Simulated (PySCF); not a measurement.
Mg(F)(OMe) (CH₃FMgO), SMILES [O]([Mg][F])C. Geometry optimised at r2SCAN-D4/def2-SVP. Other conformers were not sampled.

Task: Give the equilibrium geometry at r2SCAN-D4/def2-SVP (PySCF confirms it by a frequency run) as Cartesian coordinates in Å, and its point group. (The exact figures need the calculation; the answer reports its results.)

Result: Several could match; the one computed here: point group C3v.
```xyz
7

Mg     0.0000     0.0000     0.7318
F      0.0000     0.0000     2.4946
O      0.0000     0.0000    -1.0332
C      0.0000     0.0000    -2.4137
H     -0.8907    -0.5142    -2.8285
H      0.8907    -0.5142    -2.8285
H      0.0000     1.0285    -2.8285
```
Charge 0, spin multiplicity 1.
